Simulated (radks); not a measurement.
Values are calculated unless marked as measured or tabulated.
Numerical settings for neutral gadolinium, [Xe] 4f7 5d1 6s2. Level of theory: scalar-relativistic Kohn-Sham, PBE, spin-unpolarised, spherical densities, finite nucleus; Fermi nuclear charge, rms radius 5.1569 fm (a radial shooting solver on a logarithmic mesh with Libxc functionals). The defaults (mesh step 0.008 in ln r, mesh end at 40 bohr or more with all orbitals vanishing there, Anderson mixing 0.5 over 9 steps, residual threshold near 1e-9 with the energy settled to 1e-9 hartree or 1e-11 of itself, here a cap of 74 iterations) give E = -11270.2583 hartree and 5d at -2.534 eV in 16 iterations. Run on one thread of a shared host, so times are rough (Intel(R) Xeon(R) Platinum 8559C): 0.15 s of CPU time, 0.15 s wall, 16 iterations on 2440 mesh points. Changes against that run (0 stands for a change within the tolerance of the run):

mesh step in ln r 0.005: iterations 17; converged yes; E (mhartree) 0; e(5d) (meV) 0; CPU (s) 0.23
mesh step in ln r 0.12: iterations 4; converged no; E (mhartree) diverged; CPU (s) 0.01
mesh step in ln r 0.003: iterations 18; converged yes; E (mhartree) 0; e(5d) (meV) 0; CPU (s) 0.41
mesh end (bohr) 400: iterations 16; converged yes; E (mhartree) 0; e(5d) (meV) 0; CPU (s) 0.15
mesh end (bohr) 12: iterations 16; converged yes; E (mhartree) +0.307; e(5d) (meV) +26.7; CPU (s) 0.14
residual threshold 0.01: iterations 10; converged yes; E (mhartree) 0; e(5d) (meV) -0.354; CPU (s) 0.11
residual threshold 0.001: iterations 10; converged yes; E (mhartree) 0; e(5d) (meV) -0.354; CPU (s) 0.11
mixing 0.2: iterations 20; converged yes; E (mhartree) 0; e(5d) (meV) 0; CPU (s) 0.18
linear mixing, mixing 0.8: iterations 74; converged no; E (mhartree) +4.93e+04; e(5d) (meV) +705; CPU (s) 1.4
linear mixing, mixing 0.05: iterations 74; converged no; E (mhartree) +1.26; e(5d) (meV) -36.8; CPU (s) 0.61
mixing history 2: iterations 21; converged yes; E (mhartree) 0; e(5d) (meV) 0; CPU (s) 0.17
iteration cap 8: iterations 8; converged no; E (mhartree) +0.000607; e(5d) (meV) -4; CPU (s) 0.08

No run marked as converged misses the energy by more than 1 mhartree. A mesh that ends early acts as a hard wall.
